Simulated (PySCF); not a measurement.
Compound: C8H7O (doublet state).
Z-matrix (Å and degrees, GFN2-xTB geometry), rows numbered from 1:
```
C 
C   1  1.5086
O   2  1.2108  1  123.54
C   2  1.4622  1  113.78  3   179.96
C   4  1.3662  2  134.96  1  -179.52
C   5  1.5109  4   94.24  2   176.17
C   6  1.5204  5  118.58  4   -80.59
C   7  1.3511  6   94.68  5    82.29
C   8  1.4520  7   92.27  6    -3.21
H   1  1.0882  2  109.39  3  -123.74
H   1  1.0864  2  110.35  3    -2.64
H   1  1.0883  2  109.38  3   118.17
H   5  1.0726  4  133.58  2    -0.54
H   6  1.0825  5  118.49  4   124.46
H   7  1.0729  6  130.68  5   -91.16
H   8  1.0731  7  134.70  6  -177.45
```

The hyperfine couplings belong to this conformer and change with its torsions.

As a line formula: `C1(C(C)=O)[C]2[C@@H](C=1)C=C2` [radical].

Theory: UKS B3LYP, pcH-1 on C H O, non-relativistic, mean-field spin-orbit, GIAO in PySCF 2.14.0. One conformer (not necessarily the lowest) at the GFN2-xTB geometry, without solvent, vibrations or thermal averaging. The geometry wasn't refined by DFT: couplings that depend on bond lengths, twists or pyramidal angles can differ widely from those at the functional's own minimum. The SCF solution wasn't tested for stability. ⟨S²⟩ is 0.779 where a pure state has 0.75.

Question: Break the g tensor into its mass correction, gauge correction and orbital-Zeeman/spin–orbit terms.

Answer: 
```json
{"Δg (ppm)": "relativistic mass correction", "1": "-144", "2": "-144", "3": "-144"}
{"Δg (ppm)": "gauge correction", "1": "29", "2": "37", "3": "-12"}
{"Δg (ppm)": "orbital Zeeman/spin–orbit", "1": "-42", "2": "192", "3": "627"}
{"Δg (ppm)": "total", "1": "-156", "2": "85", "3": "471"}
```

So g = 2.00216, 2.00240, 2.00279 and g_iso = 2.00245; the tensor is rhombic: the two nearest values differ by 38 % of g3 − g1. 

Question: What effective moment and Curie constant follow for a powder?

Answer: With the mean of g² = 4.0098 and S(S+1) = 0.75: μ_eff = √(⟨g²⟩S(S+1)) = 1.734 μB and χT = 0.12505·⟨g²⟩·S(S+1) = 0.376 cm³ K/mol (cgs; spin-Hamiltonian part alone).

Question: Average each term over the three axes. Which is largest in size?

Answer: The orbital-Zeeman/spin–orbit term 259, the mass correction -144 and the gauge correction 18 ppm, for a total of 133 ppm. The orbital-Zeeman/spin–orbit term is the largest in size. The mass correction is the same along every axis, so the anisotropy comes from the other two: their spans along these axes are 48 (gauge) and 669 ppm (orbital Zeeman/spin–orbit).

Question: What are the electron Larmor frequencies g μB B/h along the three axes at 350 mT?

Answer: 9.8080, 9.8091, 9.8110 GHz for g1, g2 and g3, a range of 3.1 MHz.

Question: In a frozen sample, at which fields do the three g values resonate at 9.5, 34, 94 and 263 GHz (hyperfine left aside), and which band first spreads them over more than twice a line width of 0.5 mT?

Answer: 
| band | GHz | B(g3) mT | B(g2) mT | B(g1) mT | spread mT |
| --- | --- | --- | --- | --- | --- |
| X | 9.5 | 338.90 | 338.97 | 339.01 | 0.11 |
| Q | 34.0 | 1212.92 | 1213.15 | 1213.30 | 0.38 |
| W | 94.0 | 3353.36 | 3354.01 | 3354.42 | 1.05 |
| J | 263.0 | 9382.29 | 9384.10 | 9385.23 | 2.94 |

The spread grows in proportion to the frequency. W band is the first where it exceeds 1.0 mT.

Largest spin populations (Mulliken): C9 (+0.75), C5 (+0.32), C7 (+0.29) and C4 (-0.16). Three atoms exceed +0.15. The positive populations add up to 1.40 and the negative ones to -0.40, together 2S = 1. The angles at C9 add up to 304.0°, so it is pyramidal.

The HOMO–LUMO gaps are 4.13 eV among the α and 3.91 eV among the β orbitals.
